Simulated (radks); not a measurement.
Question: These are the eigenvalues of the occupied orbitals of an atom or ion with whole-number occupations (eV). Method: Dirac Kohn-Sham, LDA (Slater exchange, Perdew-Wang correlation), spin-unpolarised, spherical densities, finite nucleus; Fermi nuclear charge, rms radius of each element as measured or else 0.836 A^(1/3) + 0.57 fm; computed with a radial shooting solver on a logarithmic mesh with Libxc functionals.

1s1/2: -46586.28
2s1/2: -7614.826
2p1/2: -7221.645
2p3/2: -6619.537
3s1/2: -1671.921
3p1/2: -1502.197
3p3/2: -1380.336
3d3/2: -1084.645
3d5/2: -1058.149
4s1/2: -335.9210
4p1/2: -270.8450
4p3/2: -243.9334
4d3/2: -136.6050
4d5/2: -131.7992
5s1/2: -48.6554
5p1/2: -31.1538
5p3/2: -27.5656
4f5/2: -8.2431
6s1/2: -7.7915
4f7/2: -7.6986
7f5/2: -0.2963
7f7/2: -0.2961

Which element is it, and in what charge state? The configuration may be excited. Open shells, if any, are shared by 2j + 1.

Answer: Z = 62, samarium, charge 0: Sm in [Xe] 4f6 6s1 7f1. The list shows which subshells hold electrons but not how many an open one holds; the 1s level, -1712 hartree, gives Z - s = 58.5 by -(Z - s)^2/2, which with screening and relativity narrows Z to a few neighbours, and the depths of the outer levels then fix element, charge and occupations together.
